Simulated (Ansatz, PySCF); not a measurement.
dimethyl selenide cation (C₂H₆Se), SMILES C[Se]C (connectivity only; charge and spin as stated), charge +1, multiplicity 2. Atoms are numbered in the order given.

```xyz
9

C      1.4675    -0.2709     0.7760
Se     0.0075     0.1078    -0.4390
C     -1.4971    -0.1844     0.7451
H      1.3603    -1.3071     1.1360
H      2.4044    -0.1390     0.2191
H      1.4053     0.4305     1.6239
H     -1.4581    -1.2248     1.1067
H     -2.4129     0.0016     0.1689
H     -1.4118     0.5128     1.5945
```
Charge +1, spin multiplicity 2.

Geometry optimised at B3LYP-D3(BJ)/def2-SVP. The multiplicity is an assumed one; other spin states were not compared.

Two levels are set side by side: PBE-D3(BJ)/def2-SVP (Ansatz, a program for electronic structure) and B3LYP-D3(BJ)/def2-SVP (Ansatz). Each level has its own optimised geometry; the coordinates shown are those of the second. Frequencies come from the Hessian of PySCF at each geometry. Differences are taken from unrounded values.

```csv
quantity,B3LYP-D3(BJ),PBE-D3(BJ),PBE-D3(BJ) minus B3LYP-D3(BJ)
mean bond length (Å),1.310,1.315,0.005
bond C1–Se2 (Å),1.937,1.930,-0.006
bond Se2–C3 (Å),1.937,1.930,-0.006
bond C1–H4 (Å),1.102,1.111,0.009
bond C1–H5 (Å),1.098,1.106,0.008
bond C1–H6 (Å),1.102,1.111,0.009
bond C3–H7 (Å),1.102,1.111,0.009
bond C3–H8 (Å),1.098,1.106,0.008
bond C3–H9 (Å),1.102,1.111,0.009
highest harmonic wavenumber (cm⁻¹),3186,3123,-62
mean harmonic wavenumber (cm⁻¹),1522,1479,-43
zero-point energy (kcal/mol),45.68,44.40,-1.28
```

Exact exchange shortens and stiffens bonds; PBE has none. Differences between two approximate levels are no errors against the true value.
